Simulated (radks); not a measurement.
Polarisability of the thulium ion Tm3+, [Xe] 4f12, at imaginary frequency. Method: non-relativistic Kohn-Sham, LDA (Slater exchange, VWN5 correlation), spin-polarised, spherical densities, point nucleus; open shells are filled with parallel spins first (spin-orbit coupling, left out, can overturn this in heavy ions); relativity is left out, which matters for an element this heavy; computed with a radial shooting solver on a logarithmic mesh with Libxc functionals. Response by self-consistent Sternheimer equations with the Hartree and adiabatic LDA kernel.

| w (hartree) | alpha1(iw) (bohr^3) |
|---|---|
| 0.00266 | 4.753 |
| 0.0143 | 4.752 |
| 0.0360 | 4.748 |
| 0.0697 | 4.737 |
| 0.118 | 4.708 |
| 0.186 | 4.646 |
| 0.280 | 4.521 |
| 0.413 | 4.292 |
| 0.605 | 3.902 |
| 0.892 | 3.297 |
| 1.35 | 2.484 |
| 2.12 | 1.598 |
| 3.59 | 0.8506 |
| 6.94 | 0.3527 |
| 17.5 | 0.08972 |

Static values: alpha1 = 4.753 bohr^3 (0.7043 angstrom^3; uncoupled 8.974). C6 = 24.92, triple-dipole C9 = 83.47 atomic units. One-pole (London) frequency 4 C6 / (3 alpha1^2) = 1.471 hartree, against 1.476 for minus the highest occupied eigenvalue. The dipole shielding factor is 0.957, as the force sum rule N/Z = 0.957 demands.
